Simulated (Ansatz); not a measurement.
Ansatz (an electronic-structure program) input:

Ansatz 0.2 input:
```yaml
crystal:
  periodic: [false, false, false]
  atoms:
    - {symbol: Pb, position_ang: [0.01300960, 0.01244349, 0.01318078]}
    - {symbol: H, position_ang: [1.00984036, -1.03472481, -1.05222880]}
    - {symbol: H, position_ang: [-1.01715676, 1.05515155, -1.02453197]}
    - {symbol: H, position_ang: [-1.05947085, -1.04079298, 0.99593670]}
basis:
  gaussian:
    orbitals: def2-SVPD
magnetization: {spin_polarized: true, initial_magnetization: 1}
correlation: {method: ccsd_t, electrons: outside_noble_gas}
output: {forces: true}
```

**Question.** Which total energy does the run end on?

**Answer.** -193.59807 Eh (CCSD(T)/def2-SVPD). The basis has 56 functions.
